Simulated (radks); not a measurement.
All-electron atom: the ytterbium ion Yb3+ in [Xe] 4f13.

All-electron calculation, scalar-relativistic Kohn-Sham, PBE, spin-polarised, spherical densities, finite nucleus; open shells are filled with parallel spins first (spin-orbit coupling, left out, can overturn this in heavy ions); Fermi nuclear charge, rms radius 5.3108 fm. Program: a radial shooting solver on a logarithmic mesh with Libxc functionals.

Energy parts (eV):
total: -382496.36
kinetic: 416731.39
electron-nucleus: -939247.06
Hartree: 147957.34
exchange-correlation: -7938.03

Orbitals (lengths in bohr, moments of r in powers of bohr; r(max) is where P^2 peaks):
| orbital | occ. | eigenvalue (eV) | r(max) | <r^4> | <r> | <1/r> |
|---|---|---|---|---|---|---|
| 1s up | 1 | -61260.52 | 0.01237 | 7.557e-07 | 0.01966 | 80.61 |
| 1s down | 1 | -61260.52 | 0.01237 | 7.557e-07 | 0.01966 | 80.61 |
| 2s up | 1 | -10407.73 | 0.07059 | 0.0001162 | 0.08334 | 18.80 |
| 2s down | 1 | -10407.72 | 0.07059 | 0.0001162 | 0.08334 | 18.80 |
| 2p up | 3 | -9178.105 | 0.05756 | 0.00008919 | 0.07415 | 17.26 |
| 2p down | 3 | -9178.096 | 0.05756 | 0.00008919 | 0.07415 | 17.26 |
| 3s up | 1 | -2372.869 | 0.1994 | 0.004344 | 0.2168 | 6.944 |
| 3s down | 1 | -2372.396 | 0.1994 | 0.004342 | 0.2167 | 6.945 |
| 3p up | 3 | -2002.069 | 0.1966 | 0.004613 | 0.2163 | 6.465 |
| 3p down | 3 | -2001.596 | 0.1966 | 0.004610 | 0.2162 | 6.466 |
| 3d up | 5 | -1550.162 | 0.1603 | 0.003598 | 0.1961 | 6.122 |
| 3d down | 5 | -1549.802 | 0.1603 | 0.003595 | 0.1961 | 6.123 |
| 4s up | 1 | -494.6246 | 0.4550 | 0.1048 | 0.4876 | 2.937 |
| 4s down | 1 | -493.6708 | 0.4550 | 0.1048 | 0.4876 | 2.937 |
| 4p up | 3 | -372.7757 | 0.4761 | 0.1392 | 0.5177 | 2.681 |
| 4p down | 3 | -371.8410 | 0.4761 | 0.1393 | 0.5177 | 2.680 |
| 4d up | 5 | -212.2684 | 0.4906 | 0.2141 | 0.5586 | 2.372 |
| 4d down | 5 | -211.3526 | 0.4906 | 0.2146 | 0.5588 | 2.371 |
| 4f up | 7 | -36.3961 | 0.4803 | 1.331 | 0.7300 | 1.795 |
| 4f down | 6 | -35.5734 | 0.4807 | 1.388 | 0.7345 | 1.789 |
| 5s up | 1 | -85.9546 | 1.061 | 3.687 | 1.185 | 1.119 |
| 5s down | 1 | -85.5339 | 1.063 | 3.719 | 1.187 | 1.117 |
| 5p up | 3 | -57.2497 | 1.210 | 7.320 | 1.388 | 0.9384 |
| 5p down | 3 | -56.9503 | 1.213 | 7.401 | 1.392 | 0.9354 |

The highest occupied level is 4f down at -35.573 eV. For comparison, the ionisation energy in NIST's Atomic Spectra Database is 43.61 eV (semi-empirical). In exact Kohn-Sham theory the highest level is minus the ionisation energy, but local and semilocal functionals leave it too shallow, through self-interaction and a potential that decays too fast; potentials with the right tail come closer. Summed over all electrons, <r^2> = 32.34 bohr^2, which gives a Langevin (diamagnetic) susceptibility term of -25.6 x 10^-6 cm^3/mol. The electron density at the nucleus is 1.085e+06 e/bohr^3 (large components only).
